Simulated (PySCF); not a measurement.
Can point charges reproduce the dipole moment of `CC(C)(C)[P@H](=O)P`?

Coordinates (GFN2-xTB, Å) and charges (e) from the PBE0/pcSseg-1 density (PySCF):

| atom | x | y | z | Mulliken | IAO | Hirshfeld | ESP-fitted |
| --- | --- | --- | --- | --- | --- | --- | --- |
| C1 | -1.036 | -0.602 | -1.501 | -0.1524 | -0.4211 | -0.1162 | -0.5404 |
| C2 | -0.495 | -0.065 | -0.182 | -0.7860 | -0.1692 | -0.0153 | +0.4869 |
| C3 | -1.066 | 1.304 | 0.147 | -0.1562 | -0.4225 | -0.1227 | -0.3167 |
| C4 | -0.722 | -1.053 | 0.954 | -0.1680 | -0.4214 | -0.1188 | -0.6693 |
| P5 | 1.342 | 0.082 | -0.397 | +0.6476 | +1.2090 | +0.3565 | +0.5652 |
| O6 | 2.030 | -1.133 | -0.853 | -0.6012 | -0.9159 | -0.3964 | -0.6192 |
| P7 | 2.150 | 0.909 | 1.456 | -0.1123 | -0.0870 | +0.0436 | -0.3376 |
| H8 | -0.561 | -1.554 | -1.736 | +0.1397 | +0.1577 | +0.0449 | +0.1650 |
| H9 | -0.820 | 0.094 | -2.311 | +0.1153 | +0.1380 | +0.0413 | +0.1161 |
| H10 | -2.114 | -0.750 | -1.445 | +0.1218 | +0.1423 | +0.0454 | +0.1381 |
| H11 | -0.878 | 2.003 | -0.667 | +0.1152 | +0.1387 | +0.0389 | +0.0603 |
| H12 | -0.609 | 1.699 | 1.055 | +0.1306 | +0.1419 | +0.0290 | +0.0445 |
| H13 | -2.142 | 1.239 | 0.304 | +0.1248 | +0.1467 | +0.0469 | +0.1024 |
| H14 | -1.781 | -1.279 | 1.069 | +0.1246 | +0.1442 | +0.0460 | +0.1711 |
| H15 | -0.188 | -1.981 | 0.749 | +0.1393 | +0.1533 | +0.0441 | +0.1773 |
| H16 | -0.354 | -0.638 | 1.895 | +0.1165 | +0.1324 | +0.0349 | +0.1801 |
| H17 | 1.439 | 1.143 | -1.312 | +0.0306 | -0.0987 | -0.0101 | -0.0060 |
| H18 | 2.391 | -0.383 | 1.913 | +0.0845 | +0.0161 | +0.0046 | +0.1370 |
| H19 | 3.404 | 0.976 | 0.855 | +0.0856 | +0.0155 | +0.0037 | +0.1452 |

Question: Compute μ = Σ q r for each scheme (1 e·Å = 4.803 D) and compare with the dipole of the full density.

Answer: The full density gives (-2.16, 1.88, 0.87) D, 2.99 D in size; dipole vectors point from the negative to the positive end.

```json
{"scheme": "Mulliken", "μx": "-1.86", "μy": "3.05", "μz": "1.67", "size (D)": "3.94", "share of the full size (%)": "132", "angle to the full dipole (°)": "18"}
{"scheme": "IAO", "μx": "-2.67", "μy": "4.32", "μz": "1.78", "size (D)": "5.39", "share of the full size (%)": "180", "angle to the full dipole (°)": "17"}
{"scheme": "Hirshfeld", "μx": "-1.39", "μy": "2.22", "μz": "1.24", "size (D)": "2.89", "share of the full size (%)": "97", "angle to the full dipole (°)": "18"}
{"scheme": "ESP-fitted", "μx": "-2.17", "μy": "1.91", "μz": "0.88", "size (D)": "3.02", "share of the full size (%)": "101", "angle to the full dipole (°)": "0"}
```

Question: Which set comes closest?

Answer: Length of the difference vector: ESP-fitted 0.04 D, Hirshfeld 0.92 D, Mulliken 1.45 D, IAO 2.66 D. Closest: ESP-fitted. The schemes that divide the density aren't constrained to reproduce the dipole.

Question: What is left for the Hirshfeld atoms' own dipoles?

Answer: The Hirshfeld atoms' densities add up to the full density, so μ = Σ q r + Σ (atomic dipoles). The atomic dipoles sum to (-2.16, 1.88, 0.87) − (-1.39, 2.22, 1.24) = (-0.77, -0.34, -0.37) D, 0.92 D in size.

Question: With the origin at the mean of the coordinates, (-0.001, 0.000, 0.000) Å, which are the largest single terms, by size, of the ESP-fitted dipole along the direction of the full one?

Answer: O6 +7.21, P5 -2.80, C3 -2.48, H13 +1.19, H19 -1.11 D; all 19 atoms together +3.02 D. The single terms depend on the origin, their sum doesn't.

Question: Give the size of the full dipole in other units.

Answer: 2.99 D = 1.175 au = 0.622 e·Å = 9.96 × 10⁻³⁰ C·m.

Isolated species at its GFN2-xTB geometry (one conformer only).

Conformer computed: `[CH3:1][C:2]([CH3:3])([CH3:4])[P@H:5](=[O:6])[PH2:7]`: C1–C2–P5–O6 -53°, H–P7–P5–C2 94°, H–P7–P5–C2 -174°.
